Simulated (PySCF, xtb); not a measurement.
Se(I)(OH) (HIOSe), SMILES O[Se]I.

GFN2-xTB in xtb at its own geometry gives an orbital gap of 2.83 eV and a dipole moment of 4.37 D.

Coordinates come from a PBE0-D3(BJ)/def2-TZVP optimisation. The def2 effective core potentials stand for the cores of I; spin–orbit coupling is left out. One conformer was computed; it need not be the lowest.

Problem. What does ωB97X/def2-TZVPD (PySCF) give? (The exact figures need the calculation; the answer reports its results.)

Solution. gap 8.26 eV (levels -8.87 and -0.60 eV), dipole 1.35 D.
